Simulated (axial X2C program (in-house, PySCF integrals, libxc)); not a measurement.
Nuclear properties of PBr⁻

Calculated with an in-house all-electron X2C program for linear molecules (integrals from PySCF): two-component X2C with atomic mean-field Coulomb and Gaunt terms, Gaussian nuclei, basis Br dyall-acv3z, P dyall-av3z with contracted cores.

R = 2.316 Å (near the PBE0 minimum at charge -1 of the determinant lowest at the starting distance; the state shown can have its own minimum elsewhere).

Determinant lowest in the PBE0 search, Ω = 3/2 (⟨Sz⟩ = 0.50, ⟨Lz⟩ = 1.00 at PBE0), spin on the atoms Br 0.01, P 0.49:

```csv
level,Eeff magnitude (GV/cm),Ws magnitude Br (kHz),Ws magnitude P (kHz),A∥/gI Br (MHz),qzz Br (a.u.),A∥/gI P (MHz),qzz P (a.u.)
PBE0,0.0725,0.0116,0.0034,51.1,4.83,130,2.23
HF,0.0321,0.00617,0.00876,38.3,4.51,142,2.44
PBE50,0.0702,0.0093,0.00488,45.1,4.81,135,2.32
B3LYP,0.0684,0.0114,0.00264,54.4,4.74,136,2.29
PBE,0.0682,0.0118,0.00206,60.5,4.79,124,2.14
```

Determinant 0.05 eV from it at PBE0 and this distance, Ω = 1/2 (⟨Sz⟩ = -0.50, ⟨Lz⟩ = 1.00 at PBE0), spin on the atoms Br -0.01, P -0.49:

```tsv
level	Eeff magnitude (GV/cm)	Ws magnitude Br (kHz)	Ws magnitude P (kHz)	A∥/gI Br (MHz)	qzz Br (a.u.)	A∥/gI P (MHz)	qzz P (a.u.)
PBE0	0.102	0.0596	0.0113	273	4.87	701	2.20
HF	0.0864	0.0229	0.032	159	4.53	635	2.43
PBE50	0.0944	0.0477	0.0158	226	4.84	704	2.30
B3LYP	0.0955	0.0567	0.00885	282	4.79	693	2.26
PBE	0.107	0.0678	0.00731	333	4.84	688	2.11
```

Eeff is the effective electric field on the electron electric dipole moment in this Ω state and Ws the scalar–pseudoscalar constant of the nucleus named (defined with the proton number Z and per Ω); A∥ (defined per Ω) follows by multiplying with gI = μI/(I μN); qzz is the electric field gradient, eQq0 = 234.96 MHz × Q/barn × qzz. The operators were transformed with the bare-nucleus X2C matrices; with these basis sets, hyperfine constants and field gradients can be off by tens of per cent, and where levels differ in sign neither size nor sign is settled.

Problem. With gI(79Br) = 1.4043, Q(79Br) = 0.3087 barn, gI(31P) = 2.2632 (g factors from the IAEA table of nuclear moments by Stone; Q from Pyykkö, Mol. Phys. 2018), turn the PBE0 values of the first state into constants in MHz.

Solution. A∥(79Br) = 51.1 × 1.4043 = 71.8 MHz; eQq0(79Br) = 234.96 × (0.3087) × (4.83) = 350 MHz; A∥(31P) = 130 × 2.2632 = 294 MHz.

Each state is one determinant with collinear spin. Unrestricted Hartree–Fock can overshoot spin polarisation at the nuclei. For an anion, determinants above electron detachment, or with a positive highest level, are held by the basis set. Where Eeff spreads by more than a factor of two the levels disagree and none is to be relied on. The search compared states at one distance, so a state with another bond length can lie lower. The sign of Ws at Br differs between levels in the first state. Further determinants of the search, some of them spin-mixed, are not shown. PBE0 term energies can be off by some tenths of an eV.
